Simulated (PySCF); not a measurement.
PBE0 on Xe⁺ (xenon, charge +1), [Kr] 4d10 5s1 5p5 5d1, one real determinant (an excited configuration). All numbers are calculated (PySCF 2.14, scalar relativity by spin-free X2C-1e, in aug-cc-pwCVTZ-DK3 (10s9p7d4f1g, 109 functions)).

```
cycle= 2 E= -7444.51435398561  delta_E= -0.00216  |g|= 0.0297  |ddm|= 0.27
cycle= 3 E= -7444.51561469974  delta_E= -0.00126  |g|= 0.0116  |ddm|= 0.169
cycle= 4 E= -7444.51672300885  delta_E= -0.00111  |g|= 0.00856  |ddm|= 0.188
cycle= 5 E= -7444.51885305233  delta_E= -0.00213  |g|= 0.00587  |ddm|= 0.522
cycle= 6 E= -7444.51912207191  delta_E= -0.000269  |g|= 0.00399  |ddm|= 0.108
cycle= 7 E= -7444.50366208189  delta_E= 0.0155  |g|= 0.0527  |ddm|= 2.27
cycle= 8 E= -7444.50365819936  delta_E= 3.88e-06  |g|= 0.0527  |ddm|= 0.00161
cycle= 9 E= -7444.51949223749  delta_E= -0.0158  |g|= 0.00501  |ddm|= 2.31
cycle= 10 E= -7444.51950856859  delta_E= -1.63e-05  |g|= 0.00262  |ddm|= 0.0236
cycle= 11 E= -7444.51951476762  delta_E= -6.2e-06  |g|= 0.000241  |ddm|= 0.0292
cycle= 12 E= -7444.51951481358  delta_E= -4.6e-08  |g|= 2.73e-05  |ddm|= 0.00446
cycle= 13 E= -7444.51951481967  delta_E= -6.09e-09  |g|= 6.16e-06  |ddm|= 0.00137
cycle= 14 E= -7444.5195148197  delta_E= -2.73e-11  |g|= 1.36e-06  |ddm|= 8.92e-05
converged SCF energy = -7444.5195148197  <S^2> = 3.7538808  2S+1 = 4.00194
```

Highest occupied orbital energy: -7.808 eV; ⟨L²⟩ = 5.11; populations by l: s 9.48, p 23.00, d 20.52, f 0.00.

Can this result be used?

Not for this state. The run converged. ⟨L²⟩ = 5.11 against 12 for a pure F term, so this real determinant mixes terms. The outer electron is Rydberg-like, and this basis confines it to a smaller radius and binds it less than a complete one would. The s, p, d and f populations moved away from the nominal configuration during the SCF.
